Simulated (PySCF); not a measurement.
Several structures and their simulated spectra, in scrambled order.

A. `InChI=1S/C8H13N/c1-7(5-6-9)8(2,3)4/h1,5H2,2-4H3`
B. `C1=CC(CCC)=CN1C`
C. `N#C[C@@H]1C=C(F)OCC1`

Spectrum 1. 13C{1H} NMR (computed): δ 172.6 (C), 125.3 (C), 74.7 (CH), 67.2 (CH2), 28.6 (CH2), 22.7 (CH).

Spectrum 2. 13C{1H} NMR (computed): δ 130.5 (C), 125.4 (CH), 123.6 (CH), 113.2 (CH), 36.8 (CH3), 32.8 (CH2), 28.6 (CH2), 14.2 (CH3).

Spectrum 3. 13C{1H} NMR (computed): δ 159.3 (C), 123.9 (C), 120.8 (CH2), 39.0 (C), 30.8 (CH3), 22.6 (CH2).

- shieldings: GIAO PBE0/pcSseg-1
- geometry: GFN2-xTB
- run in PySCF
- one conformer, non-relativistic Hamiltonian, no solvent model, one averaged value for each set of equivalent atoms

References, each an isolated molecule treated in the same way: 13C (σ = 186.93 ppm) against TMS. Splittings of carbon signals by F and P are missing where no couplings were computed. Shifts are as computed. Against solution values, carbons near 30 ppm lie about +3 ppm off and those near 130 ppm about +5 ppm. Of 1211 compounds with measured shifts, 218 miss one by over three times the rms of a fit or turn the order of signals round; such compounds aren't used in these exercises.

Q: Which spectrum belongs to which compound?

A: 1–C, 2–B, 3–A.

- Spectrum 1 (C): 6 13C signals; δC 172.6 is an alkene carbon bearing oxygen; δC 125.3 is a nitrile carbon.
- Spectrum 2 (B): 8 13C signals; δC 36.8 is a methyl carbon bonded to N; δC 32.8 is an sp3 CH2 on an aromatic ring.
- Spectrum 3 (A): 6 13C signals; δC 159.3 is a fully substituted alkene carbon; δC 123.9 is a nitrile carbon.
